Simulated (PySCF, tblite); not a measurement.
Species: C9H14Si.
Structure used (GFN2-xTB), in Å, numbered top down from 1:
```
atom  x, y, z in Å
C1     2.712   -0.583    1.674
C2     2.792   -1.589    0.533
C3     2.493   -0.937   -0.823
C4     1.135   -0.439   -0.885
C5    -0.003   -0.044   -0.923
C6    -1.315    0.444   -0.924
C7    -2.319    0.261   -1.806
Si8   -3.554    1.305   -0.848
C9    -1.902    1.329    0.162
C10   -1.881    0.691    1.542
H11    1.724   -0.127    1.704
H12    3.449    0.206    1.542
H13    2.898   -1.071    2.629
H14    2.076   -2.396    0.707
H15    3.792   -2.028    0.499
H16    3.182   -0.103   -0.988
H17    2.643   -1.667   -1.625
H18   -2.276   -0.312   -2.719
H19   -3.972    2.585   -1.419
H20   -4.671    0.620   -0.199
H21   -1.386    2.292    0.208
H22   -2.371   -0.281    1.518
H23   -2.398    1.320    2.264
H24   -0.857    0.545    1.886
```

Level of theory: PBE0/pcSseg-1 in PySCF (dipole) on a GFN2-xTB geometry, gas phase.

Masses are those of the commonest isotopes; rigid-rotor values at the optimised geometry. The values belong to one conformer with, in the numbering `[CH3:1][CH2:2][CH2:3][C:4]#[C:5][C:6]1=[CH:7][SiH2:8][C@H:9]1[CH3:10]`, C1–C2–C3–C4 -64°.

(1) Give the principal moments of inertia and the rotational constants in GHz.

(2) Classify the top.

(3) What does the inertial defect say?

(4) Give the other two planar moments, Paa and Pbb, and the rms extents of the mass along the axes.

(5) Where do the levels up to J = 3 lie, in MHz?

(6) Which types of transition are allowed, and where do some lines up to J = 5 fall?

Answers

(1) Ia = 194.37, Ib = 1043.89, Ic = 1191.89 u·Å²; 505379 MHz·u·Å²/I gives 2600, 484.1 and 424.0 MHz, that is A = 2.6001, B = 0.4841, C = 0.4240 GHz.

(2) A near-prolate asymmetric top; Ray's κ = -0.945.

(3) Not planar: Δ = Ic − Ia − Ib = -46.37 u·Å². For a rigid frame Δ = −2 Σ m c², so Σ m c² = 23.19 u·Å² lies off the ab plane: 13.37 from hydrogen and 9.82 from heavier atoms. The atom farthest from that plane is 1.55 Å away.

(4) Paa = Σ m a² = (Ib + Ic − Ia)/2 = 1020.71 and Pbb = Σ m b² = (Ia + Ic − Ib)/2 = 171.18 u·Å². With the mass M = 150.09 u, the rms extents √(P/M) along a, b and c are 2.61, 1.07, 0.39 Å.

(5) Above 0(0,0):
J = 1: 1(0,1) 908, 1(1,1) 3024, 1(1,0) 3084
J = 2: 2(0,2) 2723, 2(1,2) 4780, 2(1,1) 4961, 2(2,1) 11309, 2(2,0) 11310
J = 3: 3(0,3) 5443, 3(1,3) 7414, 3(1,2) 7774, 3(2,2) 14033, 3(2,1) 14039, 3(3,1) 24764, 3(3,0) 24764
Those of J = 1 are B + C, A + C and A + B.

(6) The dipole components are |μa| = 1.20 D, |μb| = 0.32 D, |μc| = 0.04 D. Intensities carry the squares of the components, which stand as 1.00 : 0.07 : 0.00 (a : b : c). Some lines, for components of 0.1 D or more:

```tsv
type	branch	J(Ka,Kc)	MHz	lower level (cm⁻¹)
b	Q	3(1,2) ← 3(0,3)	2332	0.182
a	R	3(1,3) ← 2(1,2)	2633	0.159
b	R	1(1,1) ← 0(0,0)	3024	0.000
b	Q	5(2,3) ← 5(1,4)	6037	0.541
b	Q	4(3,1) ← 4(2,2)	10716	0.590
b	Q	4(3,2) ← 4(2,3)	10734	0.589
b	Q	5(3,3) ← 5(2,4)	10741	0.741
b	Q	4(4,1) ← 4(3,2)	15020	0.947
b	R	5(5,1) ← 4(4,0)	23855	1.448
b	R	5(5,0) ← 4(4,1)	23855	1.448
```

Its lowest GFN2-xTB frequency is 14i cm⁻¹, too small to tell a flat minimum from a shallow saddle. Constants of a rigid frame at the computed geometry: no zero-point averaging, no centrifugal distortion. A rigid rotor knows nothing of internal rotation, which can split or shift real lines.

The run took 2.4 min wall (grids of density and orbitals included) on one thread, Arm Neoverse N1 (aarch64) (shared host), and the process peaked at 1.2 GiB of memory. This is the PBE0/pcSseg-1 job that gave the dipole, with the shieldings it also computed.
